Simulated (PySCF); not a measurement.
Static response to an electric field

C4H11NP2.
Geometry (GFN2-xTB, Å), atoms numbered from 1 in this order:
```xyz
18
C4H11NP2 angstrom
N      2.447   -0.737    0.548
P      1.168   -0.505   -0.581
C     -0.144   -1.370    0.416
C     -1.534   -0.984   -0.073
P     -1.947    0.751    0.462
C     -0.644    1.617   -0.549
C      0.746    1.230   -0.059
H      2.735   -1.713    0.553
H      3.258   -0.188    0.273
H     -0.004   -1.109    1.471
H      0.009   -2.449    0.305
H     -2.287   -1.652    0.357
H     -1.588   -1.062   -1.164
H     -2.981    0.935   -0.468
H     -0.800    2.694   -0.438
H     -0.759    1.359   -1.606
H      1.498    1.900   -0.491
H      0.817    1.289    1.032
```

Level: CAM-B3LYP/def2-SVPD (PySCF), static field, nuclei fixed, core orbitals frozen in the response. The polarisability tensor in these axes (au):

```
x   116.80  -4.77  -1.20
y    -4.77 104.70  -2.43
z    -1.20  -2.43  87.98
```

Q: Give the principal values, the mean and the anisotropy Δα = √{½[(α1 − α2)² + (α2 − α3)² + (α1 − α3)²]}.

A: Principal values 87.52, 103.51 and 118.45 au; mean 103.16 au = 15.29 Å³ = 17.01 × 10⁻⁴⁰ C²·m²/J; Δα = 26.80 au (26 % of the mean).

Q: What is the dipole moment, and where does it point?

A: (0.96, -0.47, -0.75) D, 1.30 D in size, pointing from the negative to the positive side. Measured along this direction, the outermost atoms are H14 at the negative end and H8 and H9 at the positive end.

Q: What depolarisation ratio follows for Rayleigh scattering of linearly polarised light, taking the static tensor?

A: ρ = 3Δα²/(45ᾱ² + 4Δα²) = 2154.2/(478886 + 2872.2) = 0.00447.

Q: Find the Langevin capture rate constant for O2+ (31.990 u) meeting this molecule (135.037 u), k = 2.342 × 10⁻⁹ cm³/s × √(α in Å³ / reduced mass in u).

A: The reduced mass is 25.86 u, so k = 1.80 × 10⁻⁹ cm³/s. The formula leaves out the permanent dipole, which adds to the capture rate.

Q: Refractivity n − 1 of an ideal gas of it at 400 K and 1 atm, from the electronic α?

A: N = p/kT = 1.8347 × 10¹⁹ cm⁻³, so n − 1 = 2π × N × 15.29 × 10⁻²⁴ cm³ = 1762 × 10⁻⁶ at long wavelengths.

Isolated species at its GFN2-xTB geometry (one conformer only).

These values come from a run that also computed excited states. Time: 90 s of wall time. Hardware: one thread of an Arm Neoverse V1 (shared host).
